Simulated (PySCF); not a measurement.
Species: C2H5GaS2.
Numbering: `[CH2:1]1[CH2:2][S:3][GaH:4][S:5]1` (hydrogens: H6, H7 on C1; H8, H9 on C2; H10 on Ga4)

The calculation used PBE0-D3(BJ)/def2-SVP geometry optimisation, gas phase (PySCF).

Q: What internal coordinates does the optimisation give?

A: 
| bond | length (Å) | order |
| --- | --- | --- |
| C1–C2 | 1.516 | single |
| S3–Ga4, Ga4–S5 | 2.200 | single |
| C1–S5, C2–S3 | 1.838 | single |
| C1–H6 and 3 like bonds | 1.101 | single |
| Ga4–H10 | 1.549 | single |

Bonds in one row agree within 0.01 Å and their mean is given. Orders are formal, as drawn. A selection of angles:
| angle | degrees |
| --- | --- |
| C2–C1–S5 | 114.2 |
| C2–C1–H6 | 110.5 |
| S5–C1–H6 | 108.5 |
| S5–C1–H7 | 106.1 |
| H6–C1–H7 | 107.9 |
| C1–C2–H9 | 110.6 |
| C2–S3–Ga4 | 93.9 |
| S3–Ga4–S5 | 101.9 |
| S3–Ga4–H10 | 128.9 |

Torsions: S5–C1–C2–S3 57° (synclinal); C1–C2–S3–Ga4 -38° (synclinal); C2–S3–Ga4–S5 10° (synperiplanar); S3–Ga4–S5–C1 12° (synperiplanar); C2–C1–S5–Ga4 -39° (synclinal). The mirror-image conformer, all signs reversed, is as good.

The 5-membered ring C1–C2–S3–Ga4–S5 has internal angles of 93.6° to 114.2°; it is puckered, 0.21 Å rms from its mean plane, widest ring torsion 57°. Ga4 (gallium bonded to 2 S and H) is planar (angles 129.2°, 128.9° and 101.9°, sum 360.0°, 0.00 Å off the plane of its three neighbours).

PBE0-D3(BJ)/def2-SVP frequencies: not computed here. The numbers are those of one conformer.
